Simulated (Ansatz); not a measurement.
```xyz
11

C     0.7274   -0.8781    1.0474
B     0.2384   -0.1557   -0.2423
S     1.0458   -0.5104   -1.8018
C    -0.9463    0.8815   -0.2118
F    -1.4846    1.0500    1.0588
H    -0.1108   -1.4212    1.4981
H     1.5574   -1.5700    0.9013
H     1.0163   -0.1310    1.7950
H     0.3277    0.2997   -2.6013
H    -1.7601    0.5691   -0.8791
H    -0.6113    1.8660   -0.5643
```

The species carries charge 0 and has multiplicity 1.

Problem. List the r2SCAN/def2-TZVPP orbital energies in eV (Ansatz 0.2.0). (An estimate is asked.)

Solution. Computed: Occupied: -2409.37, -665.74, -274.67, -272.55, -213.83, -180.87, -157.90, -157.78, -157.74, -31.19, -19.77, -18.23, -17.84, -12.56, -12.39, -12.19, -11.79, -10.19, -9.83, -9.31, -8.58, -8.52, -7.47, -7.15. Lowest empty: -1.31, -0.06, 0.87, 1.34, 2.05, 2.60, 2.81, 3.31.
